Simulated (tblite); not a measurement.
Compound: C5H13OPSi2.
SMILES with atom numbers: `[CH3:1][C:2](=[O:3])[CH2:4][Si@@H:5]1[CH2:6][CH2:7][SiH2:8][PH:9]1` (hydrogens: H10, H11, H12 on C1; H13, H14 on C4; H15 on Si5; H16, H17 on C6; H18, H19 on C7; H20, H21 on Si8; H22 on P9)

Geometry (GFN2-xTB, Å), atoms numbered from 1 in this order:
```xyz
22
C5H13OPSi2 angstrom
C      3.126   -0.758   -0.630
C      2.672   -0.004    0.593
O      3.348    0.841    1.129
C      1.294   -0.335    1.060
Si     0.088    0.844    0.140
C     -1.607    0.946    1.042
C     -2.618   -0.039    0.458
Si    -2.564   -0.017   -1.456
P     -0.374    0.098   -1.933
H      3.177   -1.824   -0.416
H      2.403   -0.604   -1.431
H      4.105   -0.409   -0.949
H      1.220   -0.140    2.128
H      1.044   -1.375    0.860
H      0.677    2.182    0.031
H     -1.985    1.961    0.910
H     -1.505    0.790    2.116
H     -2.382   -1.047    0.807
H     -3.620    0.188    0.824
H     -3.202    1.187   -1.991
H     -3.169   -1.225   -2.020
H     -0.139   -1.237   -1.658
```

All values are computed: GFN2-xTB (tblite) harmonic vibrations without scaling, gas phase. This tight-binding method is rough: wavenumbers can miss measured ones by several per cent, in bad cases by 10 to 20. Modes of hydrogen on phosphorus and silicon can be 10 to 20 % off. One conformer, not necessarily the lowest.

Harmonic wavenumbers (cm⁻¹): 27.8, 36.1, 67.0, 94.9, 127.8, 141.2, 162.3, 189.0, 249.7, 363.5, 383.3, 432.6, 448.0, 470.5, 507.4, 529.5, 546.1, 571.0, 608.6, 619.8, 659.7, 672.6, 704.6, 722.6, 742.5, 758.0, 771.2, 804.9, 835.0, 877.3, 967.3, 980.8, 1056.3, 1065.6, 1097.2, 1127.6, 1154.4, 1202.5, 1273.7, 1275.5, 1365.9, 1435.1, 1451.1, 1463.2, 1473.8, 1485.1, 1753.8, 2236.5, 2240.1, 2241.7, 2306.3, 2956.3, 2971.8, 2979.0, 2988.2, 3000.8, 3002.3, 3011.5, 3024.6, 3057.2.

A = 1912, B = 572.9, C = 483.4 MHz; mass 176.024 u (most abundant isotopes); point group C1, symmetry number 1.

Zero-point energy?

Half the sum of the wavenumbers: 35885 cm⁻¹ = 429.28 kJ/mol.

Give the ideal-gas entropy at 350 K and 1 bar in the rigid-rotor, harmonic-oscillator model (classical rotation).

Translation 176.67, rotation 130.81, vibration 207.61: S = 515.1 J/(mol K).

And Cp and H(350 K) − H(0)?

Cp = 234.47 J/(mol K), of which vibrations give 201.21 (their classical limit is 60 R = 498.9); H(350 K) − H(0) = 47.95 kJ/mol without the zero-point energy, 36.31 from vibrations.

How do the functions run with temperature in this model?

```json
{"T (K)": "150", "S (J/(mol K))": "369.6", "Cp (J/(mol K))": "121.7", "H − H(0) (kJ/mol)": "12.00", "G − H(0) (kJ/mol)": "-43.43", "ln q(vib)": "5.23"}
{"T (K)": "250", "S (J/(mol K))": "445.5", "Cp (J/(mol K))": "180.7", "H − H(0) (kJ/mol)": "27.11", "G − H(0) (kJ/mol)": "-84.26", "ln q(vib)": "8.90"}
{"T (K)": "298.15", "S (J/(mol K))": "479.7", "Cp (J/(mol K))": "207.8", "H − H(0) (kJ/mol)": "36.48", "G − H(0) (kJ/mol)": "-106.53", "ln q(vib)": "10.64"}
{"T (K)": "400", "S (J/(mol K))": "547.9", "Cp (J/(mol K))": "257.6", "H − H(0) (kJ/mol)": "60.27", "G − H(0) (kJ/mol)": "-158.91", "ln q(vib)": "14.27"}
{"T (K)": "600", "S (J/(mol K))": "666.9", "Cp (J/(mol K))": "328.9", "H − H(0) (kJ/mol)": "119.42", "G − H(0) (kJ/mol)": "-280.71", "ln q(vib)": "21.13"}
{"T (K)": "900", "S (J/(mol K))": "814.1", "Cp (J/(mol K))": "396.1", "H − H(0) (kJ/mol)": "229.02", "G − H(0) (kJ/mol)": "-503.67", "ln q(vib)": "30.55"}
```

q(vib) and H(0) count from the zero-point level.

Which modes carry the vibrational entropy at 350 K?

27.8 cm⁻¹: 26.35; 36.1 cm⁻¹: 24.18; 67.0 cm⁻¹: 19.06; 94.9 cm⁻¹: 16.19; 127.8 cm⁻¹: 13.76; 141.2 cm⁻¹: 12.95 J/(mol K); the other 54 give 95.11 together.

What must be added to the electronic energy to get the Gibbs energy at 350 K and 1 bar?

ZPE + [H(350 K) − H(0)] − T·S = 429.28 + 47.95 − 180.28 = 296.95 kJ/mol.

Hindered rotation and anharmonicity are outside this model. Other conformers, if any are populated, would add a mixing term that is left out. The structure is chiral; the term R ln 2 for an equal mix with its mirror image is left out.
